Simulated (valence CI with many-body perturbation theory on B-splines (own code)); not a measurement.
**Missing levels of Pm11+**

Calculated by valence CI with perturbative core correlation (CI+MBPT): four valence electrons over a frozen Dirac-Fock core [Kr] 4d10, a basis of 7 s, 7 p, 7 d, 7 f, 4 g, 2 h functions for each j, with the one-electron correlation potential Σ1 (screened to all orders), the two-electron term Σ2, the three-electron term Σ3, Breit, model QED; selected single and double excitations, second order for the rest, scaled by the run's own slope (own B-spline code, finite nucleus).

No measured spectrum was set against this ion. As an estimate, terms of the open shell hold to a few per cent of their energy, and close levels can change places; configurations with another count of f electrons can be misplaced by thousands of cm⁻¹.

| Level | E (cm⁻¹) |
| --- | --- |
| 4f²5s² ³H_4 | 0.0 |
| 4f²5s² ³H_5 | 3832 |
| 4f²5s² ³H_6 | ? |
| 4f²5s² ³F_2 | 7942 |
| 4f²5s² ³F_3 | ? |
| 4f²5s² ³F_4 | 10961 |
| 4f²5s² ¹G_4 | 16194 |
| 4f²5s² ¹D_2 | 27370 |
| 4f²5s² ³P_0 | 33615 |
| 4f²5s² ¹I_6 | ? |
| 4f²5s² ³P_1 | ? |
| 4f²5s² ³P_2 | ? |
| 4f5s²5p ³G_3 | 55477 |
| 4f5s²5p ³F_2 | 59900 |
| 4f5s²5p ³F_3 | ? |
| 4f5s²5p ³G_4 | 64683 |
| 4f²5s² ¹S_0 | 76023 |
| 4f5s²5p ¹F_3 | 101010 |
| 4f5s²5p ³F_4 | 105710 |
| 4f5s²5p ³D_2 | 108530 |

Names give the largest LS component (configuration and term), which can be under half, so a name can repeat, a term be missing and a line seem to break the LS rules; names also repeat where a configuration has a term twice.

Problem. The levels stand in rising order. What does the calculation give for the missing energies?

Solution. 4f²5s² ³H_6 7731; 4f²5s² ³F_3 10500; 4f²5s² ¹I_6 34031; 4f²5s² ³P_1 34867; 4f²5s² ³P_2 37024; 4f5s²5p ³F_3 62394.
